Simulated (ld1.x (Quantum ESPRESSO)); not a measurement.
## V (Z = 23): PAW pseudisation with PBE, scalar-relativistic reference atom.

```json
{
  "Element": "vanadium",
  "Generator": "ld1.x (Quantum ESPRESSO) 7.5",
  "Type": "PAW",
  "Functional": "PBE",
  "Relativity": "scalar-relativistic",
  "Frozen core": "[Ne]",
  "Valence charge": "13",
  "Reference configuration": "3s2 3p6 3d3 4s2 4p0",
  "Partial waves": "3s (bound): rcut 1.50, rcutus 1.60 bohr; 4s (bound): rcut 1.50, rcutus 1.60 bohr; 3p (bound): rcut 1.60, rcutus 1.85 bohr; 4p (bound, empty): rcut 1.60, rcutus 1.85 bohr; 3d (bound): rcut 1.60, rcutus 2.00 bohr; 3d channel at 0.95 Ry: rcut 1.60, rcutus 2.00 bohr",
  "Local potential": "all-electron potential smoothed inside 1.75 bohr (lloc = -1)",
  "Core correction": "Bessel-smoothed model core inside 1.25 bohr",
  "Augmentation charge": "BESSEL, radius 1.20 bohr"
}
```

All-electron outer shells of the reference configuration (PBE, scalar-relativistic, ld1.x):

| shell | level (eV) | outermost node (bohr) | outermost maximum (bohr) |
| --- | --- | --- | --- |
| 2s | -602.64 | 0.09 | 0.26 |
| 2p | -503.16 | – | 0.21 |
| 3s | -70.24 | 0.38 | 0.82 |
| 3p | -44.04 | 0.35 | 0.84 |
| 3d | -5.16 | – | 0.90 |
| 4s | -4.70 | 1.17 | 2.76 |
| 4p | -1.44 | 1.30 | 3.63 |

Results:

```json
{
 "Largest excitation error": "-3716 meV (all-electron minus pseudo) for 3s2 3p6 3d2 4s2 4p1, out of 7 test configurations",
 "Lowest eigenvalue of the overlap operator": "-1.38 (s channel); it is negative, so in a basis up to 400 Ry S is not positive definite and the file is unfit for use"
}
```

The ghost test of this file was not conclusive. Its overlap operator is not positive definite in a basis up to 400 Ry (lowest eigenvalue s -1.38), so the file is unfit for use: the generalised eigenproblem breaks down once the basis is large enough, and its test numbers describe a broken file.

Generation and tests took about 6.8 s on one core of a shared server CPU.
